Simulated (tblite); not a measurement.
C5H8F3O (doublet state).
Atom-mapped SMILES: `[CH3:1][CH2:2][CH:3][O:4][CH2:5][C:6]([F:7])([F:8])[F:9]` (hydrogens: H10, H11, H12 on C1; H13, H14 on C2; H15 on C3; H16, H17 on C5)

Structure used (GFN2-xTB), in Å, numbered top down from 1:
```
atom  x, y, z in Å
C1    -2.795   -0.146    0.044
C2    -1.605   -0.296    1.011
C3    -0.357    0.287    0.477
O4     0.465   -0.571   -0.228
C5     1.657   -0.039   -0.699
C6     2.701    0.132    0.417
F7     3.876    0.532   -0.098
F8     2.345    1.053    1.320
F9     2.931   -1.002    1.081
H10   -2.581   -0.653   -0.893
H11   -3.688   -0.583    0.483
H12   -2.986    0.904   -0.162
H13   -1.859    0.202    1.950
H14   -1.435   -1.354    1.207
H15   -0.263    1.343    0.271
H16    2.067   -0.745   -1.426
H17    1.521    0.948   -1.166
```

Method: GFN2-xTB as coded in tblite; computed harmonic values from a numerical Hessian at the method's own geometry, unscaled. This tight-binding method is rough: wavenumbers can miss measured ones by several per cent, in bad cases by 10 to 20. One conformer, not necessarily the lowest. Open shells enter through the occupations alone, without spin polarisation, and single modes of such species can be off by tens of per cent.

Harmonic wavenumbers (cm⁻¹): 30.5, 35.5, 40.8, 96.1, 191.4, 203.0, 260.7, 290.7, 334.7, 371.6, 463.6, 470.6, 502.7, 518.9, 616.3, 794.2, 801.6, 911.9, 951.0, 996.4, 1040.3, 1068.2, 1087.9, 1118.7, 1152.5, 1164.4, 1195.2, 1228.4, 1255.6, 1286.6, 1299.2, 1345.6, 1393.0, 1415.5, 1451.3, 1494.3, 1499.0, 2888.6, 2951.8, 2979.3, 3001.6, 3037.6, 3042.2, 3049.0, 3063.3.

A = 4060, B = 716.2, C = 703.8 MHz; mass 141.053 u (most abundant isotopes); point group C1, symmetry number 1; spin multiplicity 2.

Task: Zero-point energy?

Result: Half the sum of the wavenumbers: 27196 cm⁻¹ = 77.76 kcal/mol.

Task: Give the ideal-gas entropy at 350 K and 1 bar in the rigid-rotor, harmonic-oscillator model (classical rotation).

Result: Translation 41.57, rotation 29.92, vibration 39.54, spin (R ln 2) 1.38: S = 112.4 cal/(mol K).

Task: And Cp and H(350 K) − H(0)?

Result: Cp = 42.52 cal/(mol K), of which vibrations give 34.57 (their classical limit is 45 R = 89.4); H(350 K) − H(0) = 9.30 kcal/mol without the zero-point energy, 6.52 from vibrations.

Task: Which modes carry the vibrational entropy at 350 K?

Result: 30.5 cm⁻¹: 6.11; 35.5 cm⁻¹: 5.81; 40.8 cm⁻¹: 5.54; 96.1 cm⁻¹: 3.85; 191.4 cm⁻¹: 2.51; 203.0 cm⁻¹: 2.40 cal/(mol K); the other 39 give 13.31 together.

Task: Blend soft modes into free rotors: weight 1/[1 + (100 cm⁻¹/ν̃)⁴] for the oscillator and the rest for a rotor with moment μB/(μ + B), μ = h/(8π²ν), B = 10⁻⁴⁴ kg m². What vibrational entropy results?

Result: 33.88 cal/(mol K) in place of 39.54, which changes −T·S at 350 K by +1.98 kcal/mol.

Task: How do the functions run with temperature in this model?

Result: 
```
 T (K)  S (cal/(mol K))  Cp (cal/(mol K))  H − H(0) (kcal/mol)  G − H(0) (kcal/mol)  ln q(vib)
   150             85.0              24.7                 2.58               -10.17       4.84
   250             99.7              33.6                 5.49               -19.43       7.78
298.15            106.0              37.9                 7.21               -24.38       9.12
   400            118.4              46.7                11.53               -35.81      11.85
   600            140.0              60.2                22.32               -61.71      16.93
   900            167.1              72.8                42.44              -107.92      23.90
```

q(vib) and H(0) count from the zero-point level.

Hindered rotation and anharmonicity are outside this model. Other conformers, if any are populated, would add a mixing term that is left out. The structure is chiral; the term R ln 2 for an equal mix with its mirror image is left out.

On one thread of an Arm Neoverse V1, shared host with 32 logical CPUs at a one-minute load of 66, this took 0.54 s of wall time. This covers the Hessian and the dipole derivatives.
